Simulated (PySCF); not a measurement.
Nitrogen: a sound run and one with changed settings

Sound run: N²⁺ [He] 2s2 2p1, N³⁺ [He] 2s2. All numbers are calculated (PySCF 2.14, scalar relativity by spin-free X2C-1e, in jorge-DZP-DKH (4s2p1d, 15 functions)). In the sound run the correlated levels freeze 1s2. The sound run starts from symmetry-adapted Hartree-Fock orbitals and uses a fine grid where one is needed.

Changed run: a valence shell is frozen. This setting is unsound on purpose.

Ionisation energy of N²⁺:

```csv
method,sound run (eV),changed run (eV)
UHF,47.193,47.193
MP2,47.204,47.193
SCS-MP2,47.151,47.193
CCSD,46.964,47.193
CCSD(T),46.978,47.193
CCSDT,n/a,47.193
FCI,n/a,47.193
```

Freezing a valence shell removes pair correlation that changes on ionisation.

For comparison, NIST gives 47.445 eV between the lowest levels.
